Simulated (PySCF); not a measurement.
## Pt⁺ (platinum, charge +1) across methods

[Xe] 4f14 5d9, 2D determinant. All numbers are calculated (PySCF 2.14, scalar relativity through the core potential, in def2-QZVPPD with the def2 core potential (60 electrons)).

```json
{"method": "PW91", "E (hartree)": "-119.0128", "mean ε 5p β (eV)": "-64.138", "mean ε 5d α (eV)": "-15.025", "mean ε 5d β (eV)": "-14.427", "Σ⟨r²⟩ (bohr²)": "40.32", "⟨S²⟩": "0.976"}
{"method": "LDA", "E (hartree)": "-118.7137", "mean ε 5p β (eV)": "-63.989", "mean ε 5d α (eV)": "-15.066", "mean ε 5d β (eV)": "-14.457", "Σ⟨r²⟩ (bohr²)": "40.42", "⟨S²⟩": "0.876"}
{"method": "PBE0", "E (hartree)": "-118.9238", "mean ε 5p β (eV)": "-67.331", "mean ε 5d α (eV)": "-16.416", "mean ε 5d β (eV)": "-15.750", "Σ⟨r²⟩ (bohr²)": "39.87", "⟨S²⟩": "0.922"}
{"method": "UHF", "E (hartree)": "-118.12189", "mean ε 5p β (eV)": "-76.500", "mean ε 5d α (eV)": "-20.169", "mean ε 5d β (eV)": "-19.253", "Σ⟨r²⟩ (bohr²)": "39.37", "⟨S²⟩": "0.910"}
{"method": "PBE", "E (hartree)": "-118.9598", "mean ε 5p β (eV)": "-64.049", "mean ε 5d α (eV)": "-14.956", "mean ε 5d β (eV)": "-14.354", "Σ⟨r²⟩ (bohr²)": "40.33", "⟨S²⟩": "0.981"}
{"method": "TPSSh", "E (hartree)": "-118.8950", "mean ε 5p β (eV)": "-65.667", "mean ε 5d α (eV)": "-15.482", "mean ε 5d β (eV)": "-14.863", "Σ⟨r²⟩ (bohr²)": "40.08", "⟨S²⟩": "0.987"}
{"method": "PBEsol", "E (hartree)": "-118.7955", "mean ε 5p β (eV)": "-63.969", "mean ε 5d α (eV)": "-14.974", "mean ε 5d β (eV)": "-14.359", "Σ⟨r²⟩ (bohr²)": "40.37", "⟨S²⟩": "0.988"}
{"method": "B3LYP", "E (hartree)": "-118.9725", "mean ε 5p β (eV)": "-66.775", "mean ε 5d α (eV)": "-16.116", "mean ε 5d β (eV)": "-15.505", "Σ⟨r²⟩ (bohr²)": "40.09", "⟨S²⟩": "0.886"}
{"method": "r2SCAN", "E (hartree)": "-118.9698", "mean ε 5p β (eV)": "-65.730", "mean ε 5d α (eV)": "-15.404", "mean ε 5d β (eV)": "-14.735", "Σ⟨r²⟩ (bohr²)": "40.14", "⟨S²⟩": "1.170"}
```

Energies and moments cover only the electrons outside the core potential. Spin-orbit coupling, absent here, splits the open shell strongly. ⟨S²⟩ = 0.98 against 0.75 shows spin contamination.
